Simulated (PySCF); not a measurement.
**Assigning NMR signals**

Cartesian coordinates in Å; atom numbers follow the order of the lines, from 1:
```xyz
25

C     2.735    1.408   -0.101
C     2.112    0.030    0.099
C     2.819   -1.034   -0.736
O     0.760    0.067   -0.281
Si   -0.564    0.345    0.622
C    -0.652   -0.885    2.086
Si   -2.229    0.218   -0.947
N    -3.527    1.354   -0.768
N    -3.055   -1.281   -0.690
H     3.785    1.395    0.181
H     2.210    2.139    0.508
H     2.648    1.701   -1.144
H     2.184   -0.243    1.161
H     3.866   -1.102   -0.455
H     2.747   -0.781   -1.791
H     2.345   -2.000   -0.578
H    -0.445    1.666    1.298
H     0.135   -0.710    2.816
H    -0.550   -1.911    1.740
H    -1.600   -0.814    2.609
H    -1.822    0.468   -2.347
H    -3.298    2.332   -0.819
H    -4.158    1.203    0.003
H    -2.520   -2.132   -0.741
H    -3.937   -1.409   -1.160
```

PySCF 2.14 calculation with GFN2-xTB structure and σ from GIAO-PBE0/pcSseg-1; isolated molecule, averaged over atoms made equivalent by symmetry, fast rotation or ring inversion, non-relativistic Hamiltonian, one conformer.

Shifts are taken against calculated references (same method and geometry level): 13C (σref 186.93) and 1H (σref 31.72) vs TMS.

**Question.** Assign these signals to the numbered atoms. 13C{1H} NMR (computed): δ 68.5, 28.2, 24.9, -2.3.

**Answer.** 
| δ (ppm) | atoms | environment | reason |
| --- | --- | --- | --- |
| 68.5 | C2 | sp3 CH bonded to O | pulled downfield by the heteroatom |
| 28.2 | C3 | methyl carbon | saturated and bonded to C and H only |
| 24.9 | C1 | methyl carbon | – |
| -2.3 | C6 | methyl carbon bonded to Si | an electropositive neighbour leaves it electron-rich and shielded |

**Question.** Assign these signals to the numbered atoms. 1H NMR (600 MHz, computed): δ 5.61 (d, 1H), 5.28 (m, 1H), 3.80 (m, 1H), 1.16 (d, 3H), 1.16 (d, 3H), 0.26 (d, 3H), 0.09 (br s, 2H), -0.32 (br s, 2H).

**Answer.** 
| δ (ppm) | atoms | environment | reason |
| --- | --- | --- | --- |
| 5.61 | H21 | hydrogen on a silicon bonded to 2 N, Si | – |
| 5.28 | H17 | hydrogen on a silicon bonded to C, O, Si | – |
| 3.80 | H13 | hydrogen on an sp3 CH bonded to O | its carbon carries O, hence the downfield position |
| 1.16 | H10/H11/H12 | hydrogen on a methyl carbon | – |
| 1.16 | H14/H15/H16 | hydrogen on a methyl carbon | – |
| 0.26 | H18/H19/H20 | hydrogen on a methyl carbon bonded to Si | an electropositive neighbour shields it, as in TMS itself |
| 0.09 | H24/H25 | hydrogen on a nitrogen bonded to Si | labile proton, position sensitive to the medium |
| -0.32 | H22/H23 | hydrogen on a nitrogen bonded to Si | – |

H10/H11/H12 and H14/H15/H16 lie closer than the usual error of such a calculation, so a measured spectrum could show them in the other order.

OH and NH positions are those of a molecule without intermolecular hydrogen bonds; in solution they move with solvent, concentration and temperature, and exchange usually removes their couplings. Shifts are as computed. Against solution values, carbons near 30 ppm lie about +3 ppm off and those near 130 ppm about +5 ppm. Of 1211 compounds with measured shifts, 218 miss one by over three times the rms of a fit or turn the order of signals round; such compounds aren't used in these exercises. No couplings were computed; multiplicities are counted from neighbouring protons, with m where these are inequivalent, close in shift, in a saturated or five-membered ring or joined by F or P, and br s for small geminal =CH2 splittings.
